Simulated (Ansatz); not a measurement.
One change: `[F][Ga]([F])[SeH]` becomes `[F][GaH][F]`.

Ansatz, PBE0-D4/def2-TZVP geometries, multiplicity 1. Each molecule was computed in one conformer, which needn't be the lowest.

Scalar relativity is left out up to krypton.

| property | `[F][Ga]([F])[SeH]` |
| --- | --- |
| LUMO energy (PBE/def2-TZVPP) / eV | -2.67 |
| ideal-gas entropy at 298 K and 1 bar (rigid rotor, harmonic PBE0-D4/def2-TZVP) / J/(mol·K) | 342 |
| HOMO energy (ωB97M-V/def2-TZVPP) / eV | -10.32 |
| HOMO energy (PBE0/def2-TZVPP) / eV | -8.17 |
| size of the dipole moment (PBE/def2-TZVPP) / D | 2.44 |
| HOMO–LUMO gap (PBE0/def2-TZVPP) / eV | 6.42 |

**Question.** Give the same properties after the change, and the shifts. (Best estimate.)

**Answer.** Ansatz gave: 
```
                                                                                  property  `[F][GaH][F]`  shift
                                                         LUMO energy (PBE/def2-TZVPP) / eV          -2.16   0.51
ideal-gas entropy at 298 K and 1 bar (rigid rotor, harmonic PBE0-D4/def2-TZVP) / J/(mol·K)            278    -64
                                                     HOMO energy (ωB97M-V/def2-TZVPP) / eV         -12.73  -2.41
                                                        HOMO energy (PBE0/def2-TZVPP) / eV         -10.39  -2.22
                                            size of the dipole moment (PBE/def2-TZVPP) / D           2.37  -0.07
                                                      HOMO–LUMO gap (PBE0/def2-TZVPP) / eV           9.02   2.60
```

With PBE0 the HOMO falls by 2.22 eV and the LUMO rises by 0.38 eV, so the gap widens by about 2.60 eV. PBE moves the HOMO by -1.71 eV and ωB97M-V by -2.41 eV. The zero-point energy changes by -4.4 kJ/mol with -3 modes. Dipoles are sizes alone; their direction can turn.

Spin–orbit coupling is left out; it splits and shifts lone-pair levels of the heavy atoms by tenths of an eV.
